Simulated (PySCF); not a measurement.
Computed IR spectrum (relative IR intensity) of a molecule C2H5NO2Si. Geometry: B3LYP-D3(BJ)/def2-SVP. The values are those of a single conformer. Computed with B3LYP-D3(BJ)/def2-SVP (PySCF). Frequencies are harmonic and unscaled.

Lines under 2 % of the strongest are left out, and lines within 2 cm⁻¹ are merged.

```tsv
ν (cm⁻¹)	relative intensity
415	4.8
522	2.1
692	25
743	8.2
756	8.6
849	8.7
942	19
984	45
1110	54
1145	15
1220	78
1729	100
2242	32
2283	25
2974	16
3101	10
3131	6.6
```

### Question
Identify the compound among the candidates.
A) C1=N[SiH2]OCO1
B) CO[SiH2]N=C=O
C) CN=C1O[SiH2]O1
D) OC[Si@H]1N=CO1

### Answer
A, C1=N[SiH2]OCO1
